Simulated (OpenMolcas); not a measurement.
## Cr³⁺: terms and fine structure

| Item | Value |
| --- | --- |
| Program | OpenMolcas |
| Method | CASSCF |
| Basis | ANO-RCC-VTZP [6s5p3d2f1g] |
| Scalar Hamiltonian | DKH2, point nucleus |
| Active space | 3 electrons in 5 orbitals (3d) |
| State averaging | 2S+1 = 4 even, 10 roots; 2S+1 = 2 even, 40 roots |
| Spin-orbit coupling | RASSI with atomic mean-field integrals over the reference wave functions, term energies averaged over their components |

With spin-orbit coupling, above the lowest level:

```
Configuration   Term     J  E (eV)  Measured (eV)  Term weight %
          3d3     4F   3/2  0.0000         0.0000            100
          3d3     4F   5/2  0.0303         0.0292            100
          3d3     4F   7/2  0.0720         0.0689            100
          3d3     4F   9/2  0.1240         0.1172            100
          3d3     4P   1/2  2.2122         1.7431            100
          3d3     4P   3/2  2.2259         1.7577             99
          3d3     2G   7/2  2.2531         1.8662            100
          3d3     4P   5/2  2.2608         1.7942            100
          3d3     2G   9/2  2.2966         1.9096             99
          3d3     2P   1/2  2.9723         2.4201            100
          3d3     2H   9/2  2.9768         2.6118             99
          3d3     2P   3/2  2.9890                            91
          3d3     2H  11/2  3.0102         2.6434            100
          3d3  2D(1)   3/2  3.2390         2.5603             91
          3d3  2D(1)   5/2  3.2694         2.5620            100
          3d3     2F   7/2  5.1260         4.2604            100
          3d3     2F   5/2  5.1449         4.2844            100
          3d3  2D(2)   5/2  8.0081         6.5681            100
          3d3  2D(2)   3/2  8.0305         6.5888            100
```

Against the 17 measured excited levels shown (Sugar and Corliss, J. Phys. Chem. Ref. Data 6, 317 (1977)) the mean absolute deviation is 4500 cm-1; the largest miss in energy is 3d3 2D 3/2(2): computed 8.0305, measured 6.5888 eV (+21.9 %), and the largest in proportion 3d3 2D 5/2(1) (+27.6 %).

Spin-orbit coupling puts the lowest level 0.0724 eV below the lowest spin-free term.

A least-squares Racah fit to the terms below 60000 cm-1, each weighted by 2L + 1 and with a free common offset, gives B = 1155 cm-1 and C = 4361 cm-1 (C/B = 3.78), with an rms deviation of 48 cm-1.

For 4F the intervals divided by the larger J are 97.9, 95.9, 93.3 cm-1. Landé's interval rule makes them equal in pure LS coupling; they differ by 5 % of their mean. The multiplet is regular.

Without dynamic correlation excited terms often stand tens of per cent too high (terms of higher spin than the ground term too low), and those without a measured partner can miss by more than the paired ones. Measured partners are found by configuration, term and J. A level has none where our copy of the source lacks it or the pairing is in doubt (some pairs that miss far off the trend of their configuration count as doubtful), and it then counts in no deviation. Levels of configurations outside the active space are missing.

The RASSCF and RASSI steps took 14 s on 1 thread of Arm Neoverse V2, with other jobs on the host; the integral step is not counted.

The term weight is that of the spin-free term in the level, not the purity of its configuration. A number in round brackets counts repeated terms of one configuration in the order of the reference energies.
